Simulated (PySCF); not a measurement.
Problem. Give a PBE0-D3(BJ)/def2-SVP geometry of InChI=1S/H11NOSi4/c3-1(4)6-2-5/h6H2,3-5H3.

Solution. 
```
atom  x, y, z in Å
Si1    2.4455   -0.3089    0.4695
O2     1.5238   -0.2140   -0.9105
Si3   -0.0854   -0.2692   -1.3069
N4    -1.0776    0.0181    0.0999
Si5   -1.9174   -1.3267    0.8603
Si6   -1.2232    1.6316    0.7836
H7     2.2289   -1.6167    1.1594
H8     3.8763   -0.1791    0.0790
H9     2.0821    0.7940    1.4113
H10   -0.3204    0.7668   -2.3468
H11   -0.4289   -1.6319   -1.8072
H12   -2.4416   -0.8422    2.1732
H13   -0.9808   -2.4685    1.0864
H14   -3.0621   -1.8123    0.0320
H15   -0.3585    2.5420   -0.0248
H16   -0.7719    1.6508    2.2073
H17   -2.6353    2.1193    0.7332
```

Any rigid rotation of these coordinates is as good. Atoms count from 1 in this order. Si5 (SiH3 silicon) is tetrahedral (angles from 107.4° to 112.0°). Si1 (oxygen-bound silicon) is tetrahedral (angles from 108.1° to 110.7°). Si3 (oxygen-bound silicon) is tetrahedral (angles from 106.8° to 111.4°). Of the pairs four or more bonds apart, Si1···Si6 is among the closest relative to their van der Waals radii: 4.16 Å, 99 % of the sum of Bondi's values.

Bonds between heavy atoms (Å): Si1–O2 1.662, O2–Si3 1.658, Si3–N4 1.745, N4–Si5 1.758, N4–Si6 1.758.

Computed, not measured: PBE0-D3(BJ)/def2-SVP geometry optimisation, gas phase in PySCF 2.14.0.

Point group: C1 (no symmetry element, even within 0.4 Å). Not checked by PBE0-D3(BJ)/def2-SVP frequencies. One conformer, not necessarily the lowest (Si1–O2–Si3–N4 18°, O2–Si3–N4–Si5 -105°).
